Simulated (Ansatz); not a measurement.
Program: Ansatz. Geometries: PBE0-D4/def2-TZVP. ΔE: electronic, gas phase. CCSD(T)/CBS adds triple-zeta CCSD(T) − MP2 to the extrapolated MP2 energy (def2 sets, frozen cores). This one scheme is used for every species. Functionals use def2-TZVPP. Each species was taken in one conformer, which may not be the lowest.

Reaction (formal exchange of groups at the Al–O bond): `C[O][Al]1[CH2][NH]1` + BH₃ → `[BH2][Al]1[CH2][NH]1` + CH₃OH

```
               species  ωB97X-V energy (Eh)
 `C[O][Al]1[CH2][NH]1`           -452.21173
                   BH₃            -26.60584
`[BH2][Al]1[CH2][NH]1`           -363.03405
                 CH₃OH           -115.73250
```

Question: Work out ΔE.

Answer: ΔE = (-363.03405) + (-115.73250) − (-452.21173) − (-26.60584) = 0.05102 Eh = +32.0 kcal/mol. CCSD(T)/CBS gives +32.0 kcal/mol.

Largest T1 diagnostic among the species: 0.016.

In def2-TZVPP, CCSD(T) changes the Hartree–Fock value by −4.3 kcal/mol (the triples alone add −0.7 kcal/mol) and MP2 by −1.5 kcal/mol. From PBE to PBE0 (25 % exact exchange), in def2-TZVPP and without D4, ΔE moves by +2.6 kcal/mol.
